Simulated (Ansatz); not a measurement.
Reaction: C2H5Ge (SMILES C=[CH][GeH2], doublet) → C2H5Ge (SMILES [C]([GeH3])=C, doublet)
Each species at its own B3LYP-D3(BJ)/def2-TZVP minimum (Ansatz, a program for electronic structure).

Quantity: isomerisation energy (electronic), in kcal/mol. Open shells are spin-unrestricted; no spin-orbit coupling. Cores are frozen in correlated methods (noble-gas shells, and filled d and f shells in the p block). No relativity. CBS(X,Y): correlation extrapolated as X^-3, Hartree-Fock from the larger set. A bracket is a step between two methods taken in the basis named. Double hybrids freeze cores in their MP2 part. The UHF reference of C2H5Ge (C=[CH][GeH2], doublet) is spin-contaminated (<S^2> up to 0.14 over the pure value in the sets run). The UHF reference of C2H5Ge (C=[C][GeH3], doublet) is spin-contaminated (<S^2> up to 0.19 over the pure value in the sets run).

CCSD(T)/CBS(cc-pVTZ,cc-pVQZ) + [CCSDT(Q) - CCSD(T)]/cc-pVDZ (Ansatz) gives 22.9 kcal/mol.

**Question.** How far off this value is PBE/def2-TZVPD (Ansatz), in which direction, and how far these levels: r2SCAN/def2-TZVPD, B3LYP/def2-TZVPD, wB97M-V/def2-TZVPD, B2PLYP/def2-TZVPD, CCSD(T)/CBS(cc-pVTZ,cc-pVQZ)?

**Answer.** PBE gives 23.3 kcal/mol, 0.4 kcal/mol above it. Differences of the others: r2SCAN/def2-TZVPD (Ansatz) -1.8; B3LYP/def2-TZVPD (Ansatz) -0.9; wB97M-V/def2-TZVPD (Ansatz) 0.5; B2PLYP/def2-TZVPD (Ansatz) -0.3; CCSD(T)/CBS(cc-pVTZ,cc-pVQZ) (Ansatz) 0.2 kcal/mol.
